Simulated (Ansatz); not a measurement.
`FC(F)(F)C[O][Ti]([F])([F])[F]` + H₂S → `[F][Ti]([F])([F])[SH]` + `OCC(F)(F)F`  (ligand exchange at a Ti–O bond)

Gas-phase electronic energies from Ansatz, PBE0-D4/def2-TZVP geometries. CCSD(T)/CBS is the MP2 limit (def2-TZVPP, def2-QZVPP) plus CCSD(T) − MP2 in def2-TZVPP, frozen cores. This one scheme is used for every species. DFT in def2-TZVPP. For Ti outer-core shells are correlated without core-valence functions, which leaves a few kJ/mol of doubt a bond. Scalar relativity is left out up to krypton. One conformer a species, not always the lowest.

`FC(F)(F)C[O][Ti]([F])([F])[F]`:

Z-matrix (Å, degrees):
```
C
F 1 1.333
F 1 1.335 2 108.2
F 1 1.336 2 107.6 3 -116.7
C 1 1.517 2 111.8 3 120.9
O 5 1.382 1 110.8 2 62.0
H 5 1.094 1 107.9 2 -176.6
H 5 1.094 1 108.0 2 -58.8
Ti 6 1.759 5 158.6 1 40.7
F 9 1.751 6 108.9 5 -179.9
F 9 1.747 6 110.2 5 -59.2
F 9 1.750 6 109.1 5 60.6
```

H₂S:

Cartesian coordinates in Å:
```
S 0.284 0.545 0.080
H 0.700 -0.730 0.093
H -0.983 0.186 -0.173
```

`[F][Ti]([F])([F])[SH]`:

Cartesian coordinates in Å:
```
F -1.638 0.123 -0.901
Ti 0.037 0.298 -0.447
F 1.104 0.170 -1.812
F 0.207 1.826 0.378
S 0.625 -1.392 0.955
H -0.335 -1.025 1.828
```

`OCC(F)(F)F`:

Cartesian coordinates in Å:
```
O 0.720 -1.308 0.618
C 0.696 -0.112 -0.099
C -0.641 0.592 0.007
F -0.944 0.932 1.258
F -1.631 -0.199 -0.443
F -0.644 1.705 -0.735
H 0.079 -1.913 0.233
H 1.455 0.546 0.327
H 0.909 -0.243 -1.167
```

```
                        species  r2SCAN-D4 energy (Eh)
`FC(F)(F)C[O][Ti]([F])([F])[F]`            -1601.46916
                            H₂S             -399.37429
        `[F][Ti]([F])([F])[SH]`            -1548.05060
                   `OCC(F)(F)F`             -452.77705
```

(1) Work out ΔE.

Largest T1 diagnostic among the species: 0.025, so the coupled-cluster value is less sure than usual.

## Answers

(1) ΔE = (-1548.05060) + (-452.77705) − (-1601.46916) − (-399.37429) = 0.01580 Eh = +41.5 kJ/mol. CCSD(T)/CBS gives +46.2 kJ/mol.

At CCSD(T), def2-SVP lies +27.8 kJ/mol from the extrapolated value and def2-TZVPP +3.3 kJ/mol. Leaving LDA and LC-ωPBE aside and taking each functional with its dispersion term where it has one, the values, not all of them listed here, spread over 16.4 kJ/mol, from PBE-D4 to CAM-B3LYP-D4. LDA lies +5.5 kJ/mol from PBE without D4.
